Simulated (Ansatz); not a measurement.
Molecule: ethane-1,2-diamine, C₂H₈N₂, charge 0, multiplicity 1. 
Coordinates optimised at B3LYP-D3(BJ)/def2-TZVP (Ansatz, an electronic-structure program):
```
C
H 1 1.0913
H 1 1.1021 2 106.72
N 1 1.4625 2 108.58 3 122.90
H 4 1.0123 1 110.90 2 -54.22
H 4 1.0137 5 107.05 1 120.96
C 1 1.5216 2 108.57 3 -117.10
H 7 1.0913 1 108.57 2 -57.72
H 7 1.1021 8 106.72 1 117.10
N 7 1.4625 8 108.58 9 122.90
H 10 1.0123 7 110.90 8 -54.22
H 10 1.0137 11 107.05 7 120.96
```

Computed values are from Ansatz. Valence correlation only, unless marked. Open shells are spin-unrestricted. Spin-orbit coupling is left out. Non-relativistic. CBS marks a two-point X^-3 extrapolation of the correlation energy; Hartree-Fock from the larger set. The bracket is a focal-point correction in the basis named.

```yaml
atomisation energy De: 4367.4 kJ/mol at RI-MP2/CBS(aug-cc-pVTZ,aug-cc-pVQZ)+[CCSD(T)-MP2]/aug-cc-pVTZ
total_energy: -190.3100 Eh at RI-MP2/CBS(aug-cc-pVTZ,aug-cc-pVQZ)+[CCSD(T)-MP2]/aug-cc-pVTZ
dipole_moment: 1.84 D at CCSD(T)/aug-cc-pVDZ
T1 diagnostic: 0.009 at CCSD/aug-cc-pVTZ
measured enthalpy of formation, 298 K: -18.0 kJ/mol (CRC Handbook, as tabulated in the package chemicals; older table, unchecked)
measured_dipole_moment: 1.99 D (NIST CCCBDB, as tabulated in the package chemicals; older table, unchecked)
```
